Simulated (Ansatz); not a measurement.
C$_{2}$H$_{6}$BrMgN, singlet, geometry from GFN2-xTB (such geometries of metal compounds can be far from the true shape); PBE/pcseg-0 (Ansatz, a first-principles code).

Here is a job for Ansatz.
Ansatz 0.2 input:
```yaml
crystal:
  periodic: [false, false, false]
  atoms:
    - {symbol: Mg, position_ang: [-0.73005631, 0.34879634, -0.89708554]}
    - {symbol: Br, position_ang: [1.48289577, 0.74083621, -0.13763793]}
    - {symbol: N, position_ang: [-1.86930984, -0.86403455, 0.09396183]}
    - {symbol: C, position_ang: [-2.04314761, -0.39791176, 1.44354281]}
    - {symbol: C, position_ang: [-1.32171102, -2.19417759, 0.09217010]}
    - {symbol: H, position_ang: [-2.71665168, -1.07704134, 1.98019570]}
    - {symbol: H, position_ang: [-1.09709386, -0.35500177, 2.02076424]}
    - {symbol: H, position_ang: [-2.49415422, 0.59879791, 1.42979060]}
    - {symbol: H, position_ang: [-0.33116543, -2.26417535, 0.58595327]}
    - {symbol: H, position_ang: [-1.99836450, -2.86769484, 0.63210479]}
    - {symbol: H, position_ang: [-1.22892597, -2.54892999, -0.93846486]}
basis:
  gaussian:
    orbitals: pcseg-0.json
hamiltonian:
  xc: pbe
```
The basis file holds pcseg-0 in the JSON format of the Basis Set Exchange.

It wrote (shortened):

```
Functional definition: PBE
814 factors; integrals over basis functions are off by at most 5.0e-4 eV
mean field evaluation 1: about -79024.3863 eV, gradient 6.6e1 eV
mean field evaluation 2: about -78964.8073 eV, gradient 1.4e2 eV
mean field evaluation 4: about -79034.7574 eV, gradient 1.1e1 eV
mean field evaluation 8: about -79035.0973 eV, gradient 3.1e-1 eV
mean field evaluation 16: about -79035.0978 eV, gradient 9.1e-5 eV
mean field -79035.09779815 eV, -2904.4862721687 hartree, gradient 6.4e-6 eV, S^2 0.000000; 1 other end points of the search recorded, 0 dependent functions left out
reference -79035.09784833 eV, -2904.4862740126 hartree; 36, 36 occupied and 35, 35 virtual orbitals, 814 factors
Total energy: -79035.09784833 eV, -2904.4862740126 hartree
```
